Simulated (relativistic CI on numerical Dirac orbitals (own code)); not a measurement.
**Hyperfine structure of W LXV, mass number 183**

Calculated at this level of theory: Dirac-Coulomb-Breit CI, separate exchange-only KLI orbitals for each configuration, QED by a radiative potential, unscaled Slater integrals (own radial code, finite nucleus).

Configurations in the expansion (outside the closed core 1s2): 2s2.2p6, 2s2.2p5.3s, 2s2.2p5.3p, 2s2.2p5.3d, 2s.2p6.3s, 2s.2p6.3p, 2s.2p6.3d, 2s2.2p5.4s, 2s2.2p5.4p, 2s2.2p5.4d, 2s2.2p5.4f, 2s2.2p4.3s2, 2s2.2p4.3s.3p, 2s.2p6.4s, 2s.2p6.4p, 2s2.2p4.3s.3d. Levels of other configurations are missing.

Nuclear spin I = 1/2, μ = 0.11739 μN (tables of Stone and Pyykkö). The electronic factors are computed for point nuclear moments, without core polarisation or the Bohr-Weisskopf and QED corrections.

| Level | E (eV) | A (GHz) |
| --- | --- | --- |
| 2s2.2p5.3s 3P°_2 | 8295.37 | 513 |
| 2s2.2p5.3s 1P°_1 | 8303.93 | -132 |
| 2s2.2p5.3p 3D_2 | 8446.17 | 264.1 |
| 2s2.2p5.3p 3D_3 | 8823.56 | 122.3 |
| 2s2.2p5.3p 1P_1 | 8824.02 | 123.6 |
| 2s2.2p5.3p 3P_2 | 8836.65 | 122.2 |
| 2s2.2p5.3d 3P°_1 | 8992.59 | 103.3 |
| 2s2.2p5.3d 3F°_3 | 8993.56 | 110 |

Levels with J = 0, under 50 % of one LS term, or S terms without an open s electron are left out. Small factors come from cancelling terms and can be off by tens of per cent or more.

At this charge energies of transitions that change n are usually good to better than 1 %, and those within a shell (Δn = 0) to a few per cent.

Q: Give the hyperfine levels of 2s2.2p5.3s 3P°_2 relative to its centre of gravity.

A: With K = F(F + 1) − I(I + 1) − J(J + 1), E = AK/2: F = 3/2: -769.6, F = 5/2: 513 GHz.

LS names give the leading component of a level, which can be under half, so a name can repeat, a term be missing and a line seem to break the LS rules.
